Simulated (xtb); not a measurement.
boroxine (H₃B₃O₃), singlet, at a GFN2-xTB geometry.

Here is a job for xtb.
```
$ xtb mol.xyz --gfn 1 --ohess --json

# file mol.xyz
9

B     -0.62642433     1.18300324     0.24601012
O     -1.33948341     0.02486049     0.22970691
B     -0.71480732    -1.15811031    -0.01600341
O      0.62560781    -1.18146124    -0.24568946
B      1.34123166    -0.02489294    -0.23000671
O      0.71387560     1.15660075     0.01598255
H     -1.16486750     2.19985392     0.45746817
H     -1.32922010    -2.15356426    -0.02975915
H      2.49408760    -0.04628966    -0.42770903
```

### Question
What is the computed harmonic frequencies (imaginary ones negative) (GFN1-xTB (xtb))?

### Answer
223, 223, 389, 523, 523, 808, 823, 823, 827, 964, 971, 971, 980, 1095, 1182, 1182, 1304, 1304, 2641, 2641, 2652 cm⁻¹

### Question
What HOMO-LUMO gap does GFN1-xTB give?

### Answer
6.33 eV

### Question
Estimate the zero-point energy that GFN1-xTB returns for this input.

### Answer
33.0 kcal/mol

### Question
Estimate the total energy at the end of the optimisation that GFN1-xTB returns for this input.

### Answer
-20.1694 Eh
